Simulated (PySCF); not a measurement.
Constitutional and geometric isomers with formula C2H6Si2. All species are isolated molecules in the gas phase. One relaxed conformer stands for each flexible species; it need not be the lowest. Strings in code marks are SMILES.

Computed with PySCF with B3LYP-D3(BJ)/def2-TZVP. All candidates: neutral, multiplicity 1. B3LYP has the VWN-RPA correlation part, as in Gaussian. 

| Item | Value |
|---|---|
| HOMO | -5.04 eV |
| LUMO | -2.13 eV |
| HOMO–LUMO gap | 2.92 eV |

Question: Name which member has these values.
A. `[SiH2]=C1C[SiH2]1`
B. `C1=C[SiH2][SiH2]1`
C. `[SiH2]=CC=[SiH2]` (Si–C–C–Si torsion 180°)
D. `C=[SiH]C=[SiH2]` (C–Si–C–Si torsion 180°)

Answer: C, `[SiH2]=CC=[SiH2]` (Si–C–C–Si torsion 180°). The others give `C1=C[SiH2][SiH2]1`: -7.50 eV, -0.92 eV, 6.58 eV; `C=[SiH]C=[SiH2]` (C–Si–C–Si torsion 180°): -5.57 eV, -2.24 eV, 3.33 eV; `[SiH2]=C1C[SiH2]1`: -6.21 eV, -1.64 eV, 4.57 eV
